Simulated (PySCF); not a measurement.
## Computed properties of C2H8ClNOSi, SMILES CN(C)[SiH](O)Cl

C₂H₈ClNOSi, SMILES CN(C)[SiH](O)Cl. Geometry: B3LYP-D3(BJ)/def2-SVP. One conformer was computed; it need not be the lowest. All values are computed for the isolated molecule unless a solvent is named; none is compared with measurement here.

**Structure.** All 36 harmonic modes at B3LYP-D3(BJ)/def2-SVP (PySCF) are real, so it is a minimum. With heavy atoms numbered as in [SiH:1]([OH:2])([Cl:3])[N:4]([CH3:5])[CH3:6], the shortest bond between them is N4–C6 at 1.450 Å and the longest Si1–Cl3 at 2.087 Å.

**Vibrations.** The strongest infrared lines (harmonic, unscaled, degenerate partners summed) lie at 899 cm⁻¹ (252 km/mol, H 84 %, Si 8 %), 832 cm⁻¹ (204 km/mol, H 86 %, Si 12 %), 1024 cm⁻¹ (153 km/mol, H 39 %, C 34 %, N 23 %). The softest mode is at 41 cm⁻¹ and the zero-point energy is 67.5 kcal/mol.

**Electronic structure.** M06-2X/def2-TZVP (PySCF) places the frontier levels at -8.10 and 1.33 eV, a gap of 9.43 eV, and gives a dipole moment of 2.49 D and a mean polarisability of 70.8 bohr³.

**Excitations.** TDDFT-ωB97X/def2-SVPD (PySCF) has S1 at 6.66 eV (186 nm, f = 0.008, weak); the most intense of the 10 singlets computed lies at 7.43 eV (f = 0.09). T1 (TDA) is at 6.62 eV. No vertical singlet excitation falls in the visible range (under 3.1 eV).

**NMR.** GIAO shifts at B3LYP/pcSseg-1 (PySCF) (non-relativistic, atoms alike by connectivity averaged): ¹³C at 40.0 ppm against TMS; ¹H from 1.9 to 5.3 ppm against TMS; ²⁹Si at -24.9 ppm against TMS. Without spin–orbit terms, shifts of atoms bonded to Cl or Br come out too high.
